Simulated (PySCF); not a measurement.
Input file for PySCF: R-B3LYP/3-21G on CH6OSi (SMILES C[SiH2]O), a point of a torsion scan.

```python
from pyscf import gto, scf, dft, mp
from pyscf.data.elements import chemcore

mol = gto.M(
    atom='''
    C    -1.22763982    0.28926142    0.04958664
    Si    0.51254028   -0.44138723   -0.15937116
    O     1.66932538    0.65828839    0.16501621
    H    -1.98910825   -0.41580455   -0.26801367
    H    -1.35013756    1.19166880   -0.54375993
    H    -1.43935798    0.54810996    1.08463487
    H     0.65027759   -1.59806090    0.73318986
    H     0.81262006   -0.75613632   -1.54920831
    H     1.74477411    1.08106050    1.01579804
    ''',
    basis='3-21g',
    charge=0, spin=0, verbose=3, max_memory=1800)
mf = dft.RKS(mol, xc='b3lyp')
mf.conv_tol = 1e-8
mf.max_cycle = 100
mf.kernel()
if not mf.converged:
    mf = mf.newton().run(mf.mo_coeff, mf.mo_occ)
```

It printed:

```
converged SCF energy = -404.301080375492
```

The calculation finished and met its thresholds.

Cost: around 3 core-seconds (rough).
